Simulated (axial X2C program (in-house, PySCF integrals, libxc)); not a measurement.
## Potential curves of SnH⁺, two-component

Computed with an axial X2C code built on PySCF integrals. Two-component (2c) means X2C with spin–orbit coupling and atomic mean-field two-electron Coulomb and Gaunt terms. Basis: Sn dyall-cv3z [11s12p9d4f1g], H dyall-v3z [6s2p1d] (cores contracted in-house); Gaussian nuclei, density fitting, unrestricted open shells. Masses: Sn 119.902 u, H 1.008 u.

State: Ω = 0 (closed shell). Energies in cm⁻¹ from the fragments at the same level (Sn+ + H). Fits are polynomials in 1 − R0/R over 0.85 to 1.23 times the lowest point R0.

```csv
R (Å),MP2
1.5329,-15425
1.6034,-17243
1.6563,-18007
1.7091,-18360
1.7620,-18379
1.8237,-18061
1.8853,-17454
1.9646,-16351
2.0615,-14655
2.2025,-11780
```

Correlated methods: 14 electrons correlated (number of frozen shells: Sn 4 s, 3 p, 1 d; H none), 192 virtual spin orbitals or spinors in MP2.

The state is one determinant whose occupation by symmetry is held fixed; it was picked as the lowest of a PBE0 search that is not exhaustive. The closed shell is kept restricted, so the energy runs too high when the bond is stretched far. De is counted from the lowest determinant-based energies of the atoms at the same level, without counterpoise correction. MP2 and coupled cluster on one determinant become unreliable at the stretched end.

Fit the MP2 curve near its minimum: give the equilibrium distance, the harmonic wavenumber and the well depth.

At MP2, 2c: Re = 1.738 Å, ωe ≈ 1900 cm⁻¹, De = 2.28 eV to Sn+ + H; Be follows as 5.58 cm⁻¹.
